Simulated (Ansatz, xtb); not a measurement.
# Two isomers of CH7GeNOSi

Structure I: `[NH2][Ge@@H]([SiH3])[CH]=O`, a singlet. Structure II: `N[SiH2][GeH2][CH]=O`, a singlet. Both are isolated molecules in the gas phase, relaxed with PBE0-D3(BJ)/def2-SVP; each stands in its lowest conformer found.

I (Å):

```xyz
12

C    -0.1214   -1.8727    0.9848
Ge   -0.2855    0.0767    1.4286
N    -2.0915    0.1973    1.7295
O    -1.1222   -2.5278    0.8507
Si    0.9480    0.6593    3.3853
H    -2.5490    1.0354    1.3838
H    -2.5510   -0.6248    1.3356
H     0.2256    0.8726    0.1972
H     0.5330   -0.2216    4.5179
H     2.4130    0.4798    3.1385
H     0.6941    2.0860    3.7515
H     0.8892   -2.3484    0.8593
```

II (Å):

```yaml
atoms:
  - { symbol: C, position_ang: [0.7660, 1.1270, -1.5328] }
  - { symbol: Ge, position_ang: [2.6148, 1.0470, -0.7388] }
  - { symbol: N, position_ang: [0.9793, -0.3034, 1.7077] }
  - { symbol: O, position_ang: [-0.2064, 0.7160, -0.9509] }
  - { symbol: Si, position_ang: [2.5037, -0.6186, 0.9587] }
  - { symbol: H, position_ang: [0.2091, -0.0830, 1.0791] }
  - { symbol: H, position_ang: [0.6718, -0.8405, 2.5109] }
  - { symbol: H, position_ang: [2.6926, -1.9553, 0.2952] }
  - { symbol: H, position_ang: [3.6114, -0.4779, 1.9529] }
  - { symbol: H, position_ang: [2.8893, 2.4654, -0.1974] }
  - { symbol: H, position_ang: [3.6042, 0.7887, -1.8941] }
  - { symbol: H, position_ang: [0.6465, 1.5833, -2.5541] }
```

Q: Which of the two would you expect CCSD(T)/def2-SVP + ΔMP2/def2-TZVPP electronic energies to favour?

A: Structure II; the calculation gives E(II) − E(I) = −0.466 eV.

Level by level:

```tsv
level	geometry	E(II) − E(I) (eV)	departure from the last row (eV)	job, with rough time for the two
GFN2-xTB	GFN2-xTB	−0.420	+0.046	optimisation, 0.5 s
HF/STO-3G	GFN2-xTB	−0.101	+0.365	single point, 0.44 s
r2SCAN-D4/def2-SVP	GFN2-xTB	−0.454	+0.012	single point, 2.5 s
PBE0-D3(BJ)/def2-SVP	PBE0-D3(BJ)/def2-SVP	−0.475	−0.009	optimisation, 70 s
HF/def2-SVP	PBE0-D3(BJ)/def2-SVP	−0.491	−0.025	part of the CCSD(T) run
MP2/def2-SVP	PBE0-D3(BJ)/def2-SVP	−0.459	+0.007	part of the CCSD(T) run
CCSD(T)/def2-SVP	PBE0-D3(BJ)/def2-SVP	−0.446	+0.020	single point
CCSD(T)/def2-SVP + ΔMP2/def2-TZVPP	PBE0-D3(BJ)/def2-SVP	−0.466		single point, 34 s
```

As drawn, II has 1 N–Si, 1 Ge–H in place of 1 Ge–N, 1 Si–H.

None of the levels shown reverses the order. The largest departure from CCSD(T)/def2-SVP + ΔMP2/def2-TZVPP is that of HF/STO-3G, 0.365 eV. The last row adds to CCSD(T) the change of the MP2 difference between the two basis sets, here −0.020 eV.

With thermal terms from frequencies at re-optimised GFN2-xTB minima (ideal gas, soft modes damped towards free rotors, one conformer each, 298.15 K, 1 atm): on the last row, ΔE + ΔZPE = −0.426, ΔH = −0.447, ΔG = −0.387 eV.

The correlated steps freeze 17 core orbitals; the filled d shell of Ge is correlated, in a basis made for valence electrons. Mirror images aren't counted in ΔG. Run with Ansatz 0.2.0, xtb 6.7.1; the last row on 2 threads of Intel(R) Xeon(R) 6975P-C (Granite Rapids) on a shared host.
